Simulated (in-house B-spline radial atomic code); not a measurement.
# How G0W0 and RPA depend on the start: P³⁺

Configuration [Ne] 3s2. Computed with an all-electron radial atomic-structure program (B-spline basis): all electrons, non-relativistic, point nucleus, each spin shell either full or empty, empty states to l = 9 with an (l + 1/2)⁻⁴ tail; G0W0 by contour deformation at full frequency.

```tsv
start	mean-field 3s (eV)	G0W0 (eV)	QP weight	RPA correlation (Eh)
Hartree-Fock	-49.88	-51.45	0.970	-0.65142
LDA VWN5	-45.64	-51.80	0.942	-0.74355
PBE	-45.50	-51.76	0.942	-0.74179
PBE0	-46.85	-51.68	0.952	-0.71428
r2SCAN	-45.71	-51.76	0.947	-0.72729
HSE06	-46.47	?	?	?
B3LYP (VWN-RPA)	-46.71	-51.69	0.950	-0.72018
SCAN	-45.74	-51.75	0.947	-0.72709
TPSS	-45.58	?	?	?
BHandHLYP	-48.13	-51.59	0.959	-0.6913
CAM-B3LYP	-48.45	-51.61	0.960	-0.70417
LC-wPBE	-49.97	-51.57	0.966	-0.6993
wB97X	-49.47	-51.56	0.965	-0.69648
PBEsol	-45.44	-51.78	0.943	-0.74211
BLYP	-45.47	-51.74	0.942	-0.74255
r2SCAN0	-46.97	-51.68	0.955	-0.70517
LDA exchange-only	-44.23	-51.76	0.943	-0.74296
```

**Question.** What G0W0 level, weight and RPA correlation energy follow from the HSE06 start?

**Answer.** G0W0 level -51.70 eV, weight 0.950, RPA correlation -0.71849 hartree.

**Question.** What G0W0 level, weight and RPA correlation energy follow from the TPSS start?

**Answer.** G0W0 level -51.76 eV, weight 0.944, RPA correlation -0.73623 hartree.

**Question.** How much of the dependence on the start does G0W0 remove?

**Answer.** The mean-field levels span 5.74 eV and the G0W0 levels 0.351 eV. Against 51.444 eV (NIST, measured) the G0W0 removal energies are off by +0.01 to +0.36 eV, with relativity, Breit and QED terms left out.
